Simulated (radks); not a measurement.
The erbium ion Er+, 67 electrons, occupied as [Xe] 4f12 6s1 (the NIST ground configuration).

Method: Dirac Kohn-Sham, PBE, spin-unpolarised, spherical densities, finite nucleus; open shells fill j = l - 1/2 first; Fermi nuclear charge, rms radius 5.2516 fm; computed with a radial shooting solver on a logarithmic mesh with Libxc functionals.

Energy parts (eV):
part                      energy
total                 -356419.44
kinetic                393309.87
electron-nucleus      -881399.76
Hartree                139265.70
exchange-correlation    -7595.25

Orbitals (lengths in bohr, moments of r in powers of bohr; <r^-3> diverges for s and p1/2):
orbital  occ.  eigenvalue (eV)   <1/r>  <r^-3>      <r>      <r^2>  small-component weight
1s1/2       2        -57300.42   77.54       -  0.02037  0.0005680                6.48e-02
2s1/2       2        -9626.414   18.65       -  0.08590   0.008776                1.45e-02
2p1/2       2        -9170.278   18.63       -  0.07147   0.006329                1.45e-02
2p3/2       4        -8253.423   16.15   12190  0.07875   0.007548                1.33e-02
3s1/2       2        -2161.783   6.826       -   0.2249    0.05794                4.66e-03
3p1/2       2        -1961.389   6.742       -   0.2146    0.05362                4.60e-03
3p3/2       4        -1768.820   6.110    2658   0.2283    0.06046                4.27e-03
3d3/2       4        -1425.743   5.995   452.5   0.2012    0.04763                4.15e-03
3d5/2       6        -1383.656   5.841   395.5   0.2055    0.04953                4.05e-03
4s1/2       2        -431.5941   2.855       -   0.5081     0.2918                1.50e-03
4p1/2       2        -351.4735   2.746       -   0.5172     0.3047                1.41e-03
4p3/2       4        -308.1589   2.527   598.2   0.5486     0.3427                1.29e-03
4d3/2       4        -176.2358   2.305   87.15   0.5774     0.3875                1.11e-03
4d5/2       6        -168.3662   2.251   74.84   0.5886     0.4026                1.07e-03
5s1/2       2         -58.3763   1.063       -    1.254      1.774                3.00e-04
5p1/2       2         -36.8203  0.9305       -    1.417      2.290                2.34e-04
5p3/2       4         -31.4672  0.8526   72.15    1.529      2.668                2.02e-04
4f5/2       6         -10.2558   1.659   10.86   0.8167     0.9200                6.38e-04
4f7/2       6          -9.1736   1.629   10.33   0.8384     0.9813                6.20e-04
6s1/2       1          -9.0547  0.3461       -    3.631      14.86                3.59e-05

The highest occupied level is 6s1/2 at -9.055 eV. The density falls to 0.001 e/bohr^3 at r = 4.38 bohr. The electron density at the nucleus is 8.728e+05 e/bohr^3.
